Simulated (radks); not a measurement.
Task: Radial electron density D(r) = 4 pi r^2 rho(r) of an atom or ion with 14 electrons. Method: Dirac Kohn-Sham, BLYP, spin-unpolarised, spherical densities, point nucleus; computed with a radial shooting solver on a logarithmic mesh with Libxc functionals.

```
   r/bohr * D(r) (the largest magnitude, 15.9, reaches the edge; | marks zero)
 0.009793 |     *
  0.01113 |      *
  0.01255 |        *
  0.01426 |          *
  0.01621 |            *
  0.01843 |               *
  0.02077 |                  *
  0.02361 |                      *
  0.02684 |                          *
   0.0305 |                              *
  0.03439 |                                  *
  0.03908 |                                       *
  0.04442 |                                            *
  0.05049 |                                                *
  0.05692 |                                                   *
   0.0647 |                                                     *
  0.07353 |                                                      *
  0.08357 |                                                     *
  0.09423 |                                                   *
   0.1071 |                                                *
   0.1217 |                                            *
   0.1383 |                                       *
    0.156 |                                    *
   0.1773 |                                 *
   0.2015 |                                 *
    0.229 |                                  *
   0.2582 |                                      *
   0.2935 |                                          *
   0.3335 |                                              *
   0.3791 |                                                *
   0.4274 |                                                *
   0.4858 |                                              *
   0.5521 |                                        *
   0.6275 |                                 *
   0.7075 |                         *
   0.8041 |                  *
   0.9139 |            *
    1.039 |        *
    1.171 |      *
    1.331 |     *
    1.513 |     *
    1.719 |     *
    1.939 |     *
    2.203 |     *
    2.504 |    *
    2.846 |   *
    3.209 |  *
    3.647 | *
    4.145 |*
    4.711 |*
    5.312 *
    6.037 *
    6.862 *
    7.799 *
    8.793 *
    9.994 *
```

What is the nuclear charge?

Result: Z = 14. The innermost maximum, from 1s, lies near gamma/Z bohr with gamma = sqrt(1 - (Z/c)^2) = 0.995, here 0.0711 bohr (found: 0.0747), and its height grows with Z. The density is that of neutral silicon in [Ne] 3s2 3p2; the configuration itself is not fixed sharply by these data, and Z only to about a unit. D(r) has 3 maxima, at r = 0.0747, 0.404, 1.82 bohr, and minima at 0.195, 1.37 bohr, inside which lie 2.20, 10.39 electrons.
